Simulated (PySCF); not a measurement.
Bonds: Si1-N2, Si1-C5, Si1-C9, Si1-C13, N2-C3, C3-S4. C5 carries H6, H7, H8; C9 carries H10, H11, H12; C13 carries H14, H15, H16.

One conformer, equivalent nuclei averaged, non-relativistic, no solvent. B3LYP/pcSseg-1 with gauge-including orbitals; PBE0-D3(BJ)/def2-SVP structure; PySCF.

Scale: ¹³C and ¹H and ²⁹Si vs TMS; ¹⁵N against NH3; ³³S vs CS2 (reference shieldings calculated alike).

```tsv
atoms	nucleus	count	δ (ppm)
S4	³³S	1	-234
Si1	²⁹Si	1	-4.0
H6/H7/H8/H10/H11/H12/H14/H15/H16	¹H	9	0.19
N2	¹⁵N	1	?
C5/C9/C13	¹³C	3	?
C3	¹³C	1	149.3
```

Question: Complete the table.

Answer: 
- C5/C9/C13: 0.8 ppm, carbon bonded to Si, 3 H
- N2: 131.5 ppm, nitrogen bonded to C, Si

Shifts are as computed. Against solution values, carbons near 30 ppm lie about +2 ppm off and those near 130 ppm about +6 ppm. Of 1211 compounds with measured shifts, 218 miss one by over three times the rms of a fit or turn the order of signals round; such compounds aren't used in these exercises. Experimental scales use liquid or dissolved standards, which lie at an offset from isolated NH3 (liquid NH3: subtract about 20 ppm).
